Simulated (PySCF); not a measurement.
A structure optimised at B3LYP-D3(BJ)/def2-TZVPD, used in a PySCF frequency run:

```
Al
H 1 1.5497
H 1 1.5497 2 180.00
```
Charge +1, spin multiplicity 1.

Task: Write its SMILES, formula and point group.

Result: [AlH2+], AlH2, D∞h

Task: What are its rotational constants (standard atomic weights)?

Result: 104.39 GHz (linear rotor, B only)
